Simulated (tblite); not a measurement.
**Question.** What does the GFN2-xTB structure of `[SiH2](SCC)[SiH2]CC#CC` look like in three dimensions?

**Answer.** 
```
atom  x, y, z in Å
C1    -5.8475   -0.2009   -0.2107
C2    -4.4615   -0.1129    0.2007
C3    -3.3171   -0.0382    0.5498
C4    -1.9271    0.0423    0.9281
Si5   -0.7948   -0.0794   -0.6106
Si6    1.3711   -0.2337    0.1699
S7     2.6345    0.6786   -1.3115
C8     4.2873    0.0301   -0.8808
C9     4.8167    0.5848    0.4256
H10   -6.0363    0.4897   -1.0328
H11   -6.5066    0.0518    0.6201
H12   -6.0729   -1.2141   -0.5440
H13   -1.7544    0.9838    1.4557
H14   -1.6995   -0.7664    1.6279
H15   -1.1972   -1.2790   -1.3588
H16   -1.0642    1.0782   -1.4708
H17    1.6493    0.4338    1.4490
H18    1.9210   -1.5848    0.3273
H19    4.9226    0.3268   -1.7148
H20    4.2190   -1.0573   -0.8552
H21    5.8401    0.2478    0.5812
H22    4.2074    0.2471    1.2612
H23    4.8054    1.6720    0.4035
```

Any rigid rotation of these coordinates is as good. Atoms count from 1 in this order. The 4 C–C bonds span 1.199 Å (C2≡C3, drawn triple) to 1.515 Å (C8–C9, drawn single), a spread of 0.316 Å. Si6 (SiH2 silicon) is distorted tetrahedral (angles from 104.1° to 116.7°). Of the pairs four or more bonds apart, Si6···H22 is among the closest relative to their van der Waals radii: 3.08 Å, 93 % of the sum of Bondi's values. Si5 (SiH2 silicon) is distorted tetrahedral (angles from 106.7° to 115.1°).

Bonds between heavy atoms (Å): C1–C2 1.448, C2≡C3 1.199, C3–C4 1.443, C4–Si5 1.914, Si5–Si6 2.307, Si6–S7 2.150, S7–C8 1.827, C8–C9 1.515.

The geometry is computed with GFN2-xTB (gas phase).

Point group: C1 (no symmetry element, even within 0.4 Å). Its lowest GFN2-xTB frequency is 5i cm⁻¹, too small to tell a flat minimum from a shallow saddle. The numbers are those of one conformer (C3–C4–Si5–Si6 -172°, C4–Si5–Si6–S7 -150°, Si5–Si6–S7–C8 -162°, Si6–S7–C8–C9 -69°). 3 starts were optimised and ended at 0.00, 0.78 and 0.86 kcal/mol (GFN2-xTB); the lowest of these is shown.
